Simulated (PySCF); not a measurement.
W²⁺ (tungsten, charge +2) across methods

[Xe] 4f14 5d3 6p1, one real determinant (an excited configuration). Calculation: PySCF 2.14, in x2c-QZVPPall with one added diffuse shell each of s, p, d, f, g type (17s11p10d6f3g, 169 functions); the spin-free X2C one-electron Hamiltonian (Gaussian nucleus).

| method | E (hartree) | mean ε 4f β (eV) | mean ε 5d α (eV) | mean ε 6p α (eV) | Σ⟨r²⟩ (bohr²) | ⟨S²⟩ |
| --- | --- | --- | --- | --- | --- | --- |
| PBE0 | -16142.30 | -58.025 | -25.874 | -15.877 | 48.88 | 6.002 |
| UHF | -16137.35364 | -70.653 | -30.016 | -17.125 | 49.56 | 6.005 |
| LDA | -16132.17 | -53.897 | -24.315 | -15.391 | 48.77 | 6.001 |
| PBE | -16142.52 | -53.514 | -24.254 | -15.306 | 48.88 | 6.001 |

(1) Estimate the same row for r2SCAN.

⟨L²⟩ = 14.01 against 20 for a pure G term, so this real determinant mixes terms. Spin-orbit coupling, absent here, splits the open shell strongly.

Answers

(1) E (hartree) = -16142.61; mean ε 4f β (eV) = -53.952; mean ε 5d α (eV) = -24.733; mean ε 6p α (eV) = -15.364; Σ⟨r²⟩ (bohr²) = 48.72; ⟨S²⟩ = 6.002.
